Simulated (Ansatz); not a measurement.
Start from `[CH3][InH][Br]` and change one atom or group to get `[CH3][InH][CH3]`.

Ansatz, PBE0-D4/def2-TZVP geometries, multiplicity 1. 

Elements past krypton have def2 core potentials. Scalar relativity is left out up to krypton.

| property | `[CH3][InH][Br]` |
| --- | --- |
| HOMO–LUMO gap (PBE/def2-TZVPP) / eV | 4.00 |
| LUMO energy (B3LYP/def2-TZVPP) / eV | -1.94 |
| size of the dipole moment (B3LYP/def2-TZVPP) / D | 3.33 |
| HOMO energy (PBE/def2-TZVPP) / eV | -6.37 |
| LUMO energy (ωB97M-V/def2-TZVPP) / eV | -0.18 |
| HOMO energy (ωB97M-V/def2-TZVPP) / eV | -9.76 |

Problem. Give the same properties after the change, and the shifts. (Best estimate.)

Solution. Ansatz gave: 
```csv
property,`[CH3][InH][CH3]`,shift
HOMO–LUMO gap (PBE/def2-TZVPP) / eV,4.11,0.11
LUMO energy (B3LYP/def2-TZVPP) / eV,-1.50,0.44
size of the dipole moment (B3LYP/def2-TZVPP) / D,0.59,-2.74
HOMO energy (PBE/def2-TZVPP) / eV,-6.05,0.32
LUMO energy (ωB97M-V/def2-TZVPP) / eV,0.16,0.34
HOMO energy (ωB97M-V/def2-TZVPP) / eV,-9.36,0.40
```

With PBE0 the HOMO rises by 0.39 eV and the LUMO rises by 0.45 eV, so the gap widens by about 0.06 eV. PBE moves the HOMO by 0.32 eV and ωB97M-V by 0.40 eV. Dipoles are sizes alone; their direction can turn.

B3LYP here is the variant with VWN-RPA as its local correlation; programs differ in this.

Spin–orbit coupling is left out; it splits and shifts lone-pair levels of the heavy atoms by tenths of an eV.
